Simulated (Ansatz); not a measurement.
Reaction (ligand exchange at the Si–N bond): `Cl[SiH2][NH][GeH2][Cl]` + `C=CN[SiH3]` → `C=CN([SiH3])[SiH2]Cl` + `[NH2][GeH2][Cl]`

Gas-phase electronic energies from Ansatz, PBE0-D4/def2-TZVP geometries. CCSD(T)/CBS is the MP2 limit (def2-TZVPP, def2-QZVPP) plus CCSD(T) − MP2 in def2-TZVPP, frozen cores. This one scheme is used for every species. For Ge outer-core shells are correlated without core-valence functions, which leaves a few kJ/mol of doubt a bond. Scalar relativity is left out up to krypton. Each species was taken in one conformer, which may not be the lowest.

`Cl[SiH2][NH][GeH2][Cl]`:

Z-matrix (Å, degrees):
```
Si
N 1 1.707
Cl 1 2.063 2 112.7
H 1 1.478 2 107.8 3 -117.6
H 1 1.479 2 110.7 3 118.3
Ge 2 1.824 1 126.8 3 98.0
H 2 1.010 1 118.0 3 -80.4
Cl 6 2.160 2 109.4 1 100.5
H 6 1.530 2 110.1 1 -143.4
H 6 1.529 2 108.3 1 -16.1
```

`C=CN[SiH3]`:

Z-matrix (Å, degrees):
```
Si
N 1 1.728
H 1 1.490 2 113.8
H 1 1.484 2 106.8 3 -119.9
H 1 1.485 2 108.6 3 120.0
C 2 1.382 1 125.6 3 -76.4
H 2 1.009 1 119.2 3 93.7
C 6 1.332 2 126.7 1 170.7
H 6 1.088 2 113.8 1 -10.2
H 8 1.085 6 122.0 2 -1.1
H 8 1.080 6 120.2 2 178.5
```

`C=CN([SiH3])[SiH2]Cl`:

```xyz
14

C    -1.267   -1.830    0.018
C    -0.071   -1.269   -0.158
N     0.238    0.091   -0.038
Si    1.883    0.631   -0.307
Si   -1.064    1.157    0.377
Cl   -0.267    3.048    0.465
H    -1.380   -2.898   -0.104
H    -2.160   -1.272    0.282
H     0.774   -1.899   -0.421
H     2.649   -0.598   -0.634
H     2.454    1.265    0.906
H     1.966    1.586   -1.438
H    -2.123    1.153   -0.656
H    -1.630    0.835    1.706
```

`[NH2][GeH2][Cl]`:

Cartesian coordinates in Å:
```
N 0.146 0.991 -0.655
Ge -0.394 -0.459 0.300
Cl 1.270 -1.618 1.087
H 0.665 0.779 -1.496
H 0.649 1.688 -0.124
H -1.156 -1.403 -0.632
H -1.181 0.023 1.520
```

| species | CCSD(T)/CBS(def2) energy (Eh) |
| --- | --- |
| `Cl[SiH2][NH][GeH2][Cl]` | -3342.59266 |
| `C=CN[SiH3]` | -424.08767 |
| `C=CN([SiH3])[SiH2]Cl` | -1173.62341 |
| `[NH2][GeH2][Cl]` | -2593.05183 |

Question: Work out ΔE.

Answer: ΔE = (-1173.62341) + (-2593.05183) − (-3342.59266) − (-424.08767) = 0.00509 Eh = +13.4 kJ/mol.

Largest T1 diagnostic among the species: 0.012.

The D4 term adds −9.6 kJ/mol with B3LYP and −5.0 kJ/mol with PBE0; it sums over pairs of atoms, weighted by their polarisabilities, and B3LYP, whose exchange is more repulsive, gets the larger term. In def2-TZVPP, CCSD(T) changes the Hartree–Fock value by −18.7 kJ/mol (the triples alone add −3.1 kJ/mol) and MP2 by −20.6 kJ/mol.

B3LYP here is the variant with VWN-RPA as its local correlation; programs differ in this.
